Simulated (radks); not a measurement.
S9+, 7 electrons, occupied as [He] 2s2 2p3. Method: non-relativistic Kohn-Sham, B86b exchange with PBE correlation, spin-polarised, spherical densities, point nucleus; open shells are filled with parallel spins first; computed with a radial shooting solver on a logarithmic mesh with Libxc functionals.

Normalised radial functions P(r) = r R(r), r in bohr:

```
   r/bohr * 1s up, o 1s down, + 2p down (the largest magnitude, 2.89, reaches the edge; | marks zero, & curves that meet)
 0.003444 +       &
 0.004207 +        &
 0.005097 +          &
 0.006225 +            &
 0.007543 +               &
 0.009213 +                  &
  0.01125 +                     &
  0.01363 +                         &
  0.01665 |+                            &
  0.02018 |+                                 &
  0.02465 |+                                     &
  0.02986 | +                                         &
  0.03648 |  +                                            &
   0.0442 |   +                                               &
  0.05398 |    +                                                &
  0.06541 |      +                                               &
  0.07989 |         +                                          *o
   0.0968 |           +                                     &
   0.1182 |               +                           &
   0.1444 |                   +               &
    0.175 |                      +   &
   0.2137 |                 &        +
    0.259 |          &                 +
   0.3163 |     &                      +
   0.3832 |  &                        +
   0.4681 |&                      +
   0.5672 &                  +
   0.6927 &             +
   0.8394 &       +
    1.025 &   +
    1.242 & +
    1.517 &+
```

1s up: eigenvalue -2713.8 eV, 0 radial nodes, <r> = 0.0971 bohr, 90 % of the charge inside 0.173 bohr. 1s down: eigenvalue -2705.9 eV, 0 radial nodes, <r> = 0.0969 bohr, 90 % of the charge inside 0.173 bohr. 2p down (empty): eigenvalue -403.30 eV, 0 radial nodes, <r> = 0.396 bohr, 90 % of the charge inside 0.648 bohr.
